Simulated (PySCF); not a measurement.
A side-by-side comparison of computed properties.

First species: C₈H₁₅FO.
Cartesian coordinates in Å at the GFN2-xTB level; atoms count from 1:
```xyz
25
C8H15FO angstrom
C      3.2994    0.5758    0.2262
C      2.2412    0.0538   -0.7322
O      1.0887   -0.2587    0.0156
C      0.0141   -0.7994   -0.7263
C     -0.8868   -1.5597    0.2527
C     -1.5365   -0.6032    1.2475
C     -2.3351    0.4579    0.5035
F     -2.9101    1.3281    1.4159
C     -1.4340    1.2383   -0.4433
C     -0.7998    0.2846   -1.4507
H      2.9382    1.4736    0.7196
H      4.2120    0.8078   -0.3153
H      3.5108   -0.1727    0.9844
H      2.6041   -0.8483   -1.2517
H      2.0203    0.8144   -1.4956
H      0.4116   -1.5079   -1.4739
H     -0.2832   -2.2897    0.7927
H     -1.6523   -2.0930   -0.3144
H     -2.1894   -1.1487    1.9309
H     -0.7579   -0.1098    1.8303
H     -3.1763    0.0067   -0.0414
H     -0.6513    1.7222    0.1438
H     -2.0108    2.0106   -0.9552
H     -0.1543    0.8437   -2.1298
H     -1.5735   -0.2021   -2.0479
```

Second species: C5H8F3O2P.
Structure used (GFN2-xTB), in Å, numbered top down from 1:
```
atom  x, y, z in Å
O1     1.5205    0.7646    2.0803
P2     0.7943    0.3462    0.8862
C3     2.0130    0.1321   -0.5500
F4     1.4896   -0.2528   -1.7245
F5     2.9295   -0.7819   -0.2212
F6     2.6429    1.2885   -0.7724
C7    -0.4552    1.5173    0.2412
C8    -1.4175    0.8402   -0.7408
O9    -1.9915   -0.3321   -0.2163
C10   -1.1049   -1.4215   -0.1388
C11   -0.0714   -1.2632    0.9818
H12   -0.9962    1.8625    1.1273
H13    0.0422    2.3776   -0.2132
H14   -2.2582    1.5076   -0.9489
H15   -0.9040    0.6198   -1.6872
H16   -0.6011   -1.5693   -1.1045
H17   -1.7330   -2.2937    0.0623
H18    0.6572   -2.0775    0.9738
H19   -0.5662   -1.2553    1.9576
```

Levels: PBE0/pcSseg-1 for HOMO energy, LUMO energy and HOMO–LUMO gap. Geometries: GFN2-xTB. All species are isolated and taken at one optimised geometry, non-relativistic unless stated. Electronic properties by PySCF.

Values for the first species:

| Item | Value |
| --- | --- |
| HOMO energy | -7.39 eV |
| LUMO energy | 1.20 eV |
| HOMO–LUMO gap | 8.59 eV |

Problem. Estimate the same properties for the second species, and the change in each.

Solution. 
```csv
property,first,second,second less first
HOMO energy,-7.39 eV,-8.16 eV,-0.77 eV
LUMO energy,1.20 eV,0.51 eV,-0.69 eV
HOMO–LUMO gap,8.59 eV,8.67 eV,+0.08 eV
```

One conformer stands for the species.
